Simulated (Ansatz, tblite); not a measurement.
Isomers of Ba₅Se₅⁺ (doublet), found by a short tight-binding search and relaxed with PBE-D4/def2-SVP in Ansatz.

In the def2 sets Ba takes a core potential; there is no spin–orbit coupling. The xTB rows come from tblite.

B: At PBE-D4/def2-SVP, BLYP-D4/def2-SVP, r2SCAN-D4/def2-SVP the gap within one spin of the charge 1 doublet nearly closes, so an electron or hole may be smeared out by delocalisation error. C: At PBE-D4/def2-SVP, BLYP-D4/def2-SVP, r2SCAN-D4/def2-SVP the gap within one spin of the charge 1 doublet nearly closes, so an electron or hole may be smeared out by delocalisation error.

Other spin states weren't relaxed.

A:

```xyz
10

Ba    1.303    3.091   -0.018
Ba    2.359   -0.599    1.990
Ba   -0.169   -0.383   -2.273
Ba   -1.266   -3.704    0.473
Ba   -2.593    1.293    0.865
Se   -2.697   -1.433   -0.635
Se    2.676    0.351   -0.932
Se    1.413   -2.519   -0.240
Se    0.155    1.444    2.342
Se   -1.181    2.460   -1.573
```

B:

Cartesian coordinates in Å:
```
Ba 0.175 -4.724 3.734
Ba 0.677 2.246 -2.419
Ba -2.037 5.628 -1.484
Ba -0.966 0.399 1.328
Ba 1.158 -3.309 -0.275
Se -1.647 2.866 -0.438
Se 0.085 5.042 -3.437
Se 1.235 -0.245 -0.712
Se 2.318 -5.252 1.801
Se -1.000 -2.653 1.903
```

C:

```xyz
10

Ba    2.3878    1.6937    3.9552
Ba   -1.4559   -4.1531   -2.1920
Ba   -2.2982    1.4247   -4.0418
Ba    1.5156   -4.0153    2.8611
Ba   -0.0829    4.8444   -0.4311
Se    1.1147    3.1800    1.7374
Se   -1.5055    3.9710   -2.8351
Se   -1.8049   -1.3308   -3.0118
Se    2.0254   -1.2156    3.6647
Se    0.1040   -4.3990    0.2935
```

D:

```xyz
10

Ba    1.780    1.367   -2.935
Ba    1.428   -0.456    1.115
Ba   -0.866   -2.440   -1.886
Ba   -1.028    2.985    0.540
Ba   -2.558   -1.378    2.909
Se   -0.864    1.034    2.844
Se    2.008   -1.469   -1.914
Se    1.889    2.504   -0.137
Se   -1.041    0.703   -1.642
Se   -0.748   -2.849    1.107
```

Question: Estimate which lies lowest at each level, and how far above it the others are (eV).

Answer: 
```json
{"level": "GFN1-xTB", "A": "0.28", "B": "1.37", "C": "2.41", "D": "0.00"}
{"level": "PBE-D4/def2-SVP", "A": "0.25", "B": "1.87", "C": "4.46", "D": "0.00"}
{"level": "BLYP-D4/def2-SVP", "A": "0.26", "B": "1.78", "C": "4.12", "D": "0.00"}
{"level": "r2SCAN-D4/def2-SVP", "A": "0.23", "B": "1.84", "C": "4.52", "D": "0.00"}
{"level": "PBE0-D4/def2-SVP", "A": "0.15", "B": "2.08", "C": "4.82", "D": "0.00"}
```
Point groups (tolerance 0.1 Å): A not assigned, B not assigned, C not assigned, D Cs. Lower isomers may exist.
